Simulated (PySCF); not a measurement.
# `InChI=1S/C8H9F/c9-7-3-1-4-8(7)5-2-6-8/h1,3-4H,2,5-6H2`

Cartesian coordinates in Å; atom numbers follow the order of the lines, from 1:
```xyz
18

F     1.0253   -1.7777   -0.4582
C     1.1587   -0.5372   -0.0105
C     2.2884    0.1823    0.0998
C     1.8997    1.4901    0.6446
C     0.5668    1.5325    0.8482
C    -0.0395    0.2215    0.4435
C    -0.9926   -0.4340    1.4879
C    -2.1918    0.1466    0.7217
C    -1.2753    0.3088   -0.5015
H     3.2956   -0.1386   -0.1628
H     2.6051    2.2977    0.8477
H    -0.0103    2.3695    1.2428
H    -0.8422   -0.1492    2.5388
H    -0.9466   -1.5298    1.4006
H    -3.0844   -0.4861    0.6124
H    -2.5043    1.1198    1.1293
H    -1.3096   -0.5758   -1.1549
H    -1.3619    1.2153   -1.1169
```

Theory: quadratic response CAM-B3LYP/aug-cc-pVDZ first hyperpolarisability, Taylor convention, gas phase (PySCF). Geometry: PBE0-D3(BJ)/def2-SVP.

(1) Give the tensor of the second harmonic β(−2ω;ω,ω) at 1907 nm in the axes of these coordinates.

Answers

(1) In au, Taylor convention; rows are the first index (the induced dipole):
|  | xx | yy | zz | xy | xz | yz |
| --- | --- | --- | --- | --- | --- | --- |
| x | -87.7 | +9.6 | -8.7 | -28.2 | -0.2 | +3.0 |
| y | -28.6 | -147.1 | -52.5 | +11.1 | +3.6 | -17.7 |
| z | -0.4 | -17.6 | -55.4 | +3.6 | -8.7 | -52.2 |

Norm of βᵢ = ⅓ Σⱼ (βᵢⱼⱼ + βⱼᵢⱼ + βⱼⱼᵢ): 254.1 au, hyper-Rayleigh value 95.8 au.
